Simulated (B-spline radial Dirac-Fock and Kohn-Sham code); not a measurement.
Scattering functions of As¹³⁺

System: arsenic as As¹³⁺, configuration [Ar] 3d2.

The computed values come from an atomic code on a B-spline grid: Dirac-Fock orbitals of the configuration average with a finite nucleus. f₀ is the Fourier transform of the spherical electron density, S the Waller-Hartree incoherent function, and s = sin θ/λ. The electron scattering factor follows from the Mott-Bethe formula f_e = 0.023934 Å⁻¹·(Z − f₀)/s².

```
s (Å⁻¹)      f₀       S  f_e (Å)
      0  20.000   0.000        –
   0.05  19.933   0.069  125.101
    0.1  19.733   0.273   31.754
   0.15  19.407   0.602   14.459
    0.2  18.965   1.042    8.398
   0.25  18.421   1.574    5.583
    0.3  17.790   2.176    4.045
   0.35  17.090   2.829    3.108
    0.4  16.340   3.511    2.492
   0.45  15.557   4.206    2.062
    0.5  14.760   4.897    1.746
    0.6  13.184   6.228    1.317
    0.7  11.716   7.445    1.040
    0.8  10.419   8.530    0.844
    0.9   9.324   9.481    0.700
      1   8.430  10.312    0.588
    1.1   7.717  11.036    0.500
    1.2   7.151  11.669    0.430
    1.4   6.332  12.726    0.326
    1.6   5.739  13.588    0.255
    1.8   5.230  14.325    0.205
      2   4.742  14.971    0.169
    2.5   3.586  16.264    0.113
      3   2.657  17.160    0.081
    3.5   2.027  17.765    0.061
      4   1.637  18.186    0.047
      5   1.251  18.748    0.030
      6   1.059  19.130    0.021
```

f₀ starts at the number of electrons, 20, and has fallen to half at s ≈ 0.84 Å⁻¹. The sum of ⟨r²⟩ over the electrons is 3.664 bohr². For an ion f_e diverges as s goes to zero, because of the net charge.
